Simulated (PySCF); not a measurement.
## Distorted geometries of [Tl(BH4)2]+

[Tl(BH4)2]+ (singlet). PySCF 2.14.0, RKS TPSS, Tl def2-SVP with ECP60, B def2-SVP, H def2-SVP; non-relativistic Hamiltonian with scalar-relativistic core potentials where named; density fitting; no spin-orbit coupling. Relaxed geometry:

```xyz
11

Tl    0.0000   -0.0001    0.6832
B     2.2689    0.0843    0.9959
H     3.1893   -0.1451   -0.0012
H     2.5423   -0.8490    1.7024
H     2.3850   -0.2086   -0.3345
H     2.5438    1.2274    1.2431
B    -2.2690   -0.0843    0.9959
H    -3.1898    0.1453   -0.0017
H    -2.5422    0.8489    1.7027
H    -2.3845    0.2086   -0.3346
H    -2.5438   -1.2273    1.2435
```

Q: Order these distorted geometries by energy above the relaxed one, lowest first.
A.
```xyz
11

Tl   -0.0922    0.0027    0.6100
B     2.2234    0.0837    0.8992
H     3.2182   -0.2358    0.0484
H     2.6533   -0.8045    1.8438
H     2.3776   -0.1431   -0.3209
H     2.5388    1.2402    1.1944
B    -2.2248   -0.0505    0.9837
H    -3.1758    0.0978   -0.0127
H    -2.5843    0.9046    1.7975
H    -2.3834    0.1708   -0.3416
H    -2.5509   -1.2659    1.1927
```
B.
```xyz
11

Tl    0.0087   -0.0164    0.6730
B     2.2677    0.0789    1.0271
H     3.2106   -0.1337    0.0194
H     2.5168   -0.8625    1.6678
H     2.4163   -0.1845   -0.3463
H     2.5273    1.2719    1.2643
B    -2.2588   -0.1050    0.9887
H    -3.1817    0.1318   -0.0138
H    -2.5511    0.8891    1.6467
H    -2.3521    0.1652   -0.3109
H    -2.6037   -1.2347    1.2786
```
C.
```xyz
11

Tl   -0.0594    0.0063    0.6476
B     2.2637    0.1364    0.9664
H     3.1686   -0.1262    0.0507
H     2.4702   -0.8937    1.6566
H     2.4429   -0.2405   -0.3253
H     2.5699    1.1952    1.2421
B    -2.2880   -0.1221    0.9857
H    -3.1373    0.1065    0.0091
H    -2.5807    0.8912    1.6942
H    -2.3749    0.2083   -0.2899
H    -2.4749   -1.1614    1.2573
```

A: B (0.08 eV), C (0.48 eV), A (0.70 eV).

Q: Which forces (eV/Å) act in the one that lies 0.08 eV up?

A: 
```
Tl  -0.10 -0.05  0.06
B    0.03  1.55 -0.84
H   -0.20  0.02 -0.04
H    0.27 -0.66  0.64
H    0.11  0.04  0.30
H   -0.14 -0.94 -0.05
B   -0.49  0.25  0.55
H    0.18 -0.04  0.06
H    0.22 -0.48 -0.16
H   -0.10  0.00 -0.45
H    0.22  0.30 -0.07
```
Forces carry noise of the integration grid, about 0.01 to 0.03 eV/Å.

On relaxing from the template, bonds within or between ligands changed, so the formula names the start rather than the bonding at the end. No frequency check is given that shows the relaxed geometry to be a minimum.
